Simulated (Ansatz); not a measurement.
`CBCC` + H₂O → `CCBO` + CH₄  (formal hydrolysis of a B–C bond)

Calculated with Ansatz (gas phase, PBE0-D4/def2-TZVP geometries, no zero-point term in ΔE). CBS: MP2 limit from def2 TZ/QZ plus the TZ coupled-cluster correction, frozen cores. This one scheme is used for every species. One conformer a species, not always the lowest.

```
species  CCSD/def2-SVP energy (Eh)
 `CBCC`                 -144.00592
    H₂O                  -76.17170
 `CCBO`                 -179.88771
    CH₄                  -40.35331
```

Question: Work out ΔE.

Answer: ΔE = (-179.88771) + (-40.35331) − (-144.00592) − (-76.17170) = -0.06340 Eh = -39.8 kcal/mol. CCSD(T)/CBS gives -33.0 kcal/mol.

Question: What do rigid-rotor, harmonic-oscillator terms from PBE0-D4/def2-TZVP frequencies (298.15 K, 1 bar) make of the CCSD(T)/CBS value? (An estimate is asked.)

Answer: Ansatz gave: ΔZPE = +1.9 kcal/mol, ΔH = -31.6 kcal/mol, ΔS = -21 J/(mol·K), ΔG = -30.1 kcal/mol.

Largest T1 diagnostic among the species: 0.011.

The D4 term adds +1.0 kcal/mol with B3LYP and +0.6 kcal/mol with PBE0; it sums over pairs of atoms, weighted by their polarisabilities, and B3LYP, whose exchange is more repulsive, gets the larger term. At CCSD(T), def2-SVP lies −7.2 kcal/mol from the extrapolated value and def2-TZVPP −1.2 kcal/mol. Leaving LDA and LC-ωPBE aside and taking each functional with its dispersion term where it has one, the values, not all of them listed here, spread over 2.8 kcal/mol, from B2PLYP to revPBE-D4.

B3LYP here is the variant with VWN-RPA as its local correlation; programs differ in this.
